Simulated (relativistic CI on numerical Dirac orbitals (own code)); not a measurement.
Hyperfine structure of V⁸⁺, mass number 51

Calculated at this level of theory: Dirac-Coulomb-Breit CI, separate exchange-only KLI orbitals for each configuration, a model potential for QED, unscaled Slater integrals (own radial code, finite nucleus).

Configuration list (outside the closed core [Ne]): 3s2 3p3, 3s 3p4, 3s2 3p2 3d, 3p5, 3s 3p3 3d, 3p4 3d, 3s 3p2 3d2, 3s2 3p2 4s, 3s2 3p2 4p, 3s2 3p 3d 4p, 3p4 4s, 3s2 3p2 4d, 3p4 4p, 3s2 3p 3d2, 3s2 3d3, 3s 3p 3d3, 3s2 3d2 4s, 3s2 3d2 4p, 3s2 3d2 4d, 3p3 3d2, 3p2 3d3, 3p2 3d2 4s, 3p2 3d2 4p, 3p2 3d2 4d, 3s2 3p 3d 4s, 3s 3p 3d2 4s, 3s2 3d 4s2, 3s2 3d 4s 4p, 3s2 3d 4s 4d. Double excitations out of closed p, d and f shells are left out; levels of such configurations are missing from the list, as are those of other unlisted configurations, and high levels can miss mixing partners.

Nuclear spin I = 7/2, μ = 5.1464 μN, Q = -0.052 b (tables of Stone and Pyykkö). The electronic factors are computed for point nuclear moments, without core polarisation or the Bohr-Weisskopf and QED corrections.

```csv
Level,E (eV),A (MHz),B (MHz)
3s2 3p3 2D°_3/2,4.7627,3966,-148
3s2 3p3 2D°_5/2,4.9582,6769,1.91
3s2 3p3 2P°_1/2,7.8147,18600,
3s2 3p3 2P°_3/2,8.0751,3862,150
3s 3p4 4P_5/2,26.4785,15400,-212
3s 3p4 4P_3/2,27.0584,14590,169
3s 3p4 4P_1/2,27.3507,31890,
3s 3p4 2D_3/2,33.2072,-3734,308
```

Levels with J = 0, under 50 % of one LS term, or S terms without an open s electron are left out. Small factors come from cancelling terms and can be off by tens of per cent or more.

At this charge configurations can still be misplaced by up to about 7 % of their energy.

**Question.** Give the hyperfine levels of 3s2 3p3 2D°_5/2 relative to its centre of gravity.

**Answer.** With K = F(F + 1) − I(I + 1) − J(J + 1), E = AK/2 + B[¾K(K + 1) − I(I + 1)J(J + 1)]/[2I(2I − 1)J(2J − 1)]: F = 1: -76150, F = 2: -62620, F = 3: -42310, F = 4: -15230, F = 5: 18620, F = 6: 59230 MHz.

LS names give the leading component of a level, which can be under half, so a name can repeat, a term be missing and a line seem to break the LS rules.
